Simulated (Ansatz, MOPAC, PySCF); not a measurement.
Molecule: GeHCl2, charge 0, multiplicity 2. SMILES: [Cl][GeH][Cl]
Structure (B3LYP-D3(BJ)/def2-TZVP (Ansatz, a first-principles code) minimum search):
```xyz
4

Ge    -0.0828     0.5378     0.3317
Cl     1.8280    -0.3165    -0.2602
Cl    -1.6624    -0.7210    -0.4752
H     -0.1658     0.4271     1.8880
```
Charge 0, spin multiplicity 2.

Quantity: vertical electron affinity to the singlet, in eV. Terms: no dispersion term unless named; each state is the SCF solution reached for its charge and spin; open shells spin-unrestricted; six Cartesian d functions in 6-31G* and its kin unless marked 5d; LANL2DZ with its own core potentials from Na on; spin-orbit terms left out; non-relativistic; valence correlation only (noble-gas shells and the d and f shells of earlier blocks). Ab initio and DFT rows: single points at B3LYP-D3(BJ) geometries (Ansatz). Semi-empirical rows: differences of heats of formation at the shared geometry for vertical values. Sets without +, aug- or the D of def2-TZVPD hold no diffuse functions, which anions need.

```tsv
level	program	vertical electron affinity to the singlet (eV)
PM3	MOPAC	3.03
MNDO	MOPAC	1.80
HF/6-31G* with LANL2DZ past Ar	Ansatz	1.40
PBE/6-31G*	Ansatz	1.92
PBE/6-31G* with LANL2DZ past Ar	Ansatz	1.92
B3LYP/6-31G*	Ansatz	2.07
B3LYP/6-31G* with LANL2DZ past Ar	Ansatz	2.07
M06-2X/6-31G* with LANL2DZ past Ar (5d)	PySCF	2.22
MP2/6-31G*	Ansatz	1.60
MP2/6-31G* with LANL2DZ past Ar	Ansatz	1.56
PBE0/def2-TZVPD	Ansatz	2.14
M06-2X/def2-TZVPD	PySCF	2.04
wB97X-V/def2-TZVPD	Ansatz	2.21
```

No value to compare with is used here. The 10 habitual levels span 1.40 (HF/6-31G* with LANL2DZ past Ar) to 3.03 eV (PM3); M06-2X/def2-TZVPD gives 2.04.

The levels are drawn from those run, B3LYP/6-31G* more often than the rest, none by its result; runs whose electronic state is in doubt are left out.
